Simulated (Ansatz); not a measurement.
The cluster Ge₁₂N, 13 atoms. Hardware: 2 threads of AMD EPYC 7R13 on a shared host and a share (18 GiB) of an NVIDIA H100 80GB HBM3.

Correlated methods freeze 109 core orbitals; core or outer-core shells of Ge are correlated, in sets that lack core-valence functions. Single mean-field runs in def2-TZVP are fitted with def2-universal-jkfit.

Q: How many basis functions does each of these Ansatz runs have, and roughly what does it cost? PBE-D4/def2-SVP, charge 0 doublet, energy, from earlier orbitals; RPA@PBE/def2-SVP, charge 0 doublet, energy, from earlier orbitals; MP2/def2-SVP, charge 0 doublet, energy, from earlier orbitals; r2SCAN-D4/def2-TZVP, charge 0 doublet, energy, from earlier orbitals; PBE-D4/def2-TZVP, charge 0 doublet, energy and forces, from earlier orbitals; PBE0-D4/def2-TZVP, charge 0 doublet, energy, from earlier orbitals; PBE0-D4/def2-SVP, charge 0 doublet, energy, from earlier orbitals; PBE-D4/def2-SVP, charge 0 doublet, energy with a search over starts; revPBE-D4/def2-TZVP, charge 0 doublet, energy, from earlier orbitals; PBE-D4/def2-SVP, charge 0 doublet, relaxation, 12 steps.

A: Other jobs shared the machine, so times can vary by a factor of up to 3.

```tsv
run	functions	fitting or Cholesky vectors	wall time	peak host memory (GiB)
PBE-D4/def2-SVP, charge 0 doublet, energy, from earlier orbitals	398	4384	13 s	1.1
revPBE-D4/def2-TZVP, charge 0 doublet, energy, from earlier orbitals	607	3269	15 s	1.2
r2SCAN-D4/def2-TZVP, charge 0 doublet, energy, from earlier orbitals	607	3269	16 s	1.3
PBE-D4/def2-TZVP, charge 0 doublet, energy and forces, from earlier orbitals	607	3269	16 s	1.2
PBE0-D4/def2-SVP, charge 0 doublet, energy, from earlier orbitals	398	3932	20 s	1.2
PBE0-D4/def2-TZVP, charge 0 doublet, energy, from earlier orbitals	607	3269	20 s	1.2
RPA@PBE/def2-SVP, charge 0 doublet, energy, from earlier orbitals	398	3932	25 s	2.4
MP2/def2-SVP, charge 0 doublet, energy, from earlier orbitals	398	3932	27 s	1.1
PBE-D4/def2-SVP, charge 0 doublet, energy with a search over starts	398	4384	54 s	1.4
PBE-D4/def2-SVP, charge 0 doublet, relaxation, 12 steps	398	4384	79 s	1.1
```
